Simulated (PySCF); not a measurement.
ZnF, SMILES [F][Zn+], charge +1.

The structure is a stationary point at B3LYP-D3(BJ)/def2-TZVPD. The multiplicity is an assumed one; other spin states were not compared.

Two levels are set side by side: TDA-PBE/def2-TZVPD (PySCF) and TDA-LC-ωPBE/def2-TZVPD (PySCF). Vertical, same geometry. The lowest singlet is HOMO→LUMO 100 % with PBE and HOMO−1→LUMO 97 % with the other functional; states are paired by order. Differences are taken from unrounded values.

```
quantity                               TDA-PBE
-------------------------------------  -------
lowest singlet excitation (eV)            2.60
lowest triplet excitation (TDA) (eV)      2.16
first bright state (f over 0.05) (eV)     5.41
its oscillator strength                   0.11
```

Task: These are the TDA-PBE values. What does TDA-LC-ωPBE give? (Estimate from the structure and the level; the computed values follow.)

Result: 
| quantity | TDA-LC-ωPBE | TDA-PBE minus TDA-LC-ωPBE |
|---|---|---|
| lowest singlet excitation (eV) | 4.18 | -1.57 |
| lowest triplet excitation (TDA) (eV) | 3.75 | -1.58 |
| first bright state (f over 0.05) (eV) | 5.96 | -0.56 |
| its oscillator strength | 0.09 | 0.03 |

Functionals without exact exchange tend to place singlet excitations lower, as here. Differences between two approximate levels are no errors against the true value.

Rough cost on one machine, each run with all the roots and properties that it gave: TDA-LC-ωPBE against TDA-PBE about 3 times.
